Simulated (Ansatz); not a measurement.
The cluster Cu3O2, relaxed as a doublet with UKS B3LYP-D4/def2-SVP in Ansatz, starting from the GFN2-xTB geometry. Force threshold 0.02 eV/Å.

The structure comes from a short search, and lower isomers may exist.

Start:

```xyz
5

Cu    0.9239    1.1625    0.9239
Cu   -1.3947   -0.3686    0.9873
Cu    0.1720   -0.2899   -0.6978
O     1.5185    0.6519   -0.6443
O    -1.2197   -1.1559   -0.5690
```

| step | energy (eV) | largest force component (eV/Å) | SCF passes |
| --- | --- | --- | --- |
| 1 | -137995.9321 | 3.501 | 92 |
| 2 | -137996.3414 | 1.850 | 34 |
| 3 | -137996.5148 | 0.584 | 85 |
| 4 | -137996.5812 | 0.122 | 50 |
| 5 | -137996.5908 | 0.226 | 43 |
| 6 | -137996.6001 | 0.385 | 43 |
| 7 | -137996.6094 | 0.292 | 45 |
| 8 | -137996.6270 | 0.147 | 48 |
| 9 | -137996.6343 | 0.083 | 43 |
| 10 | -137996.6379 | 0.037 | 45 |
| 11 | -137996.6402 | 0.071 | 43 |
| 12 (rejected) | -137996.6382 | 0.093 | 44 |
| 13 | -137996.6416 | 0.010 | 43 |
| 14 | -137996.6419 | 0.006 | 43 |
| 15 | -137996.6420 | 0.027 | 45 |
| 16 | -137996.6420 | 0.023 | 37 |
| 17 | -137996.6421 | 0.004 | 38 |
| 18 | -137996.6421 | 0.003 | 50 |
| 19 (rejected) | -137996.6132 | 0.565 | 51 |
| 20 | -137996.6422 | 0.010 | 52 |
| 21 | -137996.6424 | 0.025 | 47 |
| 22 | -137996.6430 | 0.047 | 51 |
| 23 | -137996.6445 | 0.079 | 47 |
| 24 (rejected) | -137996.6127 | 0.681 | 50 |
| 25 | -137996.6480 | 0.124 | 43 |
| 26 | -137996.6499 | 0.017 | 42 |

Force components are those of the run's own axes.

End:

Cartesian coordinates in Å:
```
Cu 0.878 0.942 1.106
Cu -1.413 -0.046 0.937
Cu 0.288 -0.484 -1.110
O 1.406 0.841 -0.590
O -1.159 -1.253 -0.344
```

By distances, no bond broke or formed. The bond that changes most is Cu1–Cu2, from 2.78 to 2.50 Å (atoms count from 1). The end is the same structure that another start reached.

The force fell under the threshold at step 13, but the optimiser went on and released 0.008 eV more. No frequencies were taken in this run, so the end may be a saddle point.

Hardware: 4 threads of AMD EPYC 9R45 on a shared host. Wall time 49 s, peak host memory 0.62 GiB.
